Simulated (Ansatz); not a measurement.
One change: `O=C=NP` becomes `O=C=[N][AlH][Cl]`.

Ansatz, PBE0-D4/def2-TZVP geometries, multiplicity 1. Each molecule was computed in one conformer, which needn't be the lowest.

```
                                        property  `O=C=NP`
           HOMO–LUMO gap (B3LYP/def2-TZVPP) / eV      6.66
           LUMO energy (ωB97M-V/def2-TZVPP) / eV      1.53
             HOMO energy (B3LYP/def2-TZVPP) / eV     -7.33
size of the dipole moment (B3LYP/def2-TZVPP) / D      2.20
               HOMO energy (PBE/def2-TZVPP) / eV     -6.34
  zero-point energy (PBE0-D4/def2-TZVP) / kJ/mol      82.2
```

What does the change do to each property? (An estimate is asked.)

Computed: 
| property | `O=C=[N][AlH][Cl]` | shift |
| --- | --- | --- |
| HOMO–LUMO gap (B3LYP/def2-TZVPP) / eV | 6.87 | 0.21 |
| LUMO energy (ωB97M-V/def2-TZVPP) / eV | 0.14 | -1.39 |
| HOMO energy (B3LYP/def2-TZVPP) / eV | -8.64 | -1.31 |
| size of the dipole moment (B3LYP/def2-TZVPP) / D | 1.63 | -0.57 |
| HOMO energy (PBE/def2-TZVPP) / eV | -7.49 | -1.15 |
| zero-point energy (PBE0-D4/def2-TZVP) / kJ/mol | 58.7 | -23.5 |

With PBE0 the HOMO falls by 1.37 eV and the LUMO falls by 1.12 eV, so the gap widens by about 0.25 eV. PBE moves the HOMO by -1.15 eV and ωB97M-V by -1.47 eV. Dipoles are sizes alone; their direction can turn.

B3LYP here is the variant with VWN-RPA as its local correlation; programs differ in this.
